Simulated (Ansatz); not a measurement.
Input file for Ansatz (a quantum-chemistry and plane-wave program): R-wB97M-V/def2-TZVPP on AsF2H2In (SMILES [F][In]([F])[AsH2]), a point of a torsion scan. Elements past Kr take the def2 small-core potentials; no spin–orbit coupling.

Ansatz 0.2 input:
```yaml
crystal:
  periodic: [false, false, false]
  atoms:
    - {symbol: F, position_ang: [-2.41577569, -1.53996926, 0.29288393]}
    - {symbol: In, position_ang: [-1.01199831, -0.13760102, -0.00626593]}
    - {symbol: F, position_ang: [-1.66774527, 1.74642022, -0.28304647]}
    - {symbol: As, position_ang: [1.55541969, -0.55495834, -0.05843831]}
    - {symbol: H, position_ang: [1.72478704, 0.91523416, -0.30982594]}
    - {symbol: H, position_ang: [1.57782024, -0.29047516, 1.42707977]}
basis:
  gaussian:
    orbitals: def2-TZVPP
hamiltonian:
  xc: {name: wB97M-V}
scf: {lower_state_search: off}
```

Program output:

```
WARN ansatz: RAYON_NUM_THREADS=1 ignored (pool sized by the plan → 1); use --threads N
Functional definition: wB97M-V
these checks for a lower state are left out or cut short: stability, starts, cluster_reference, orbital_swaps, neighbouring_geometries, increment
integrals: 0.16 GiB planned
1258 factors; their error is unknown
integrals: 0.19 GiB planned
239 factors; integrals over basis functions are off by at most 5.5e-5 eV
mean field: 1.28 GiB planned
mean field evaluation 1: about -71473.5771 eV, gradient 5.9e1 eV
mean field evaluation 2: about -71466.3829 eV, gradient 9.7e1 eV
mean field evaluation 4: about -71479.6602 eV, gradient 1.8e0 eV
mean field evaluation 8: about -71479.6678 eV, gradient 1.1e-1 eV
mean field evaluation 16: about -71479.8540 eV, gradient 1.4e-4 eV
mean field -71479.85396573 eV, -2626.8361824555 hartree, gradient 3.8e-6 eV, S^2 0.000000; 0 other end points of the search recorded, 0 dependent functions left out
reference -71479.85404271 eV, -2626.8361852842 hartree; 37, 37 occupied and 151, 151 virtual orbitals, 1258 factors
Total energy: -71479.85404271 eV, -2626.8361852842 hartree
Checks for a lower state left out: stability, starts, cluster_reference, orbital_swaps, neighbouring_geometries, increment
```

The run converged.

Cost: roughly 11 core-seconds.
